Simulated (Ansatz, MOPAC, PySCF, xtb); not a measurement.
Donor–acceptor adduct: AlH3 (SMILES [AlH3]) (first 4 atoms) with H2S (SMILES S); geometry from B3LYP-D3(BJ)/def2-TZVP, rigid monomers moved along the line of their centres of mass till Al1···S5 is 2.96 Å.
(charge 0, multiplicity 1):
```xyz
7

Al    -0.25202    -0.12635     0.49226
H     -1.00169    -1.49315     0.80040
H     -1.11701     1.19677     0.33868
H      1.19678    -0.18373    -0.15600
S      0.69875     0.48181     3.23134
H      1.20457    -0.72688     3.53350
H     -0.44820     0.24599     3.89240
```

Counterpoise-corrected where a basis set is named; no monomer relaxation. Rows marked so take none.

Cores are frozen in the correlated methods. Rows in STO-3G carry no dispersion term and start afresh at each structure. The state reached by PM3 isn't checked.

The values were computed with Ansatz (an electronic-structure program); MOPAC for PM3 (differences of heats of formation); PySCF for STO-3G rows, the dispersion terms; xtb for the GFN methods. Values without a source in brackets are computed.

```
level                        interaction energy (kJ/mol)
---------------------------  ---------------------------
PM3                                                -59.6
GFN2-xTB                                           -56.0
HF/STO-3G (no counterpoise)                        -52.6
PBE-D4/def2-TZVPPD                                 -56.7
B3LYP-D3(BJ)/def2-TZVPPD                           -52.0
PBE0-D3(BJ)/def2-TZVPPD                            -56.3
wB97X-V/def2-TZVPPD                                -52.3
wB97M-V/def2-TZVPPD                                -52.4
CCSD/aug-cc-pV(T+d)Z                                   …
```

### Question
Complete the blanks.

### Answer

- CCSD/aug-cc-pV(T+d)Z, interaction energy (kJ/mol): -46.8
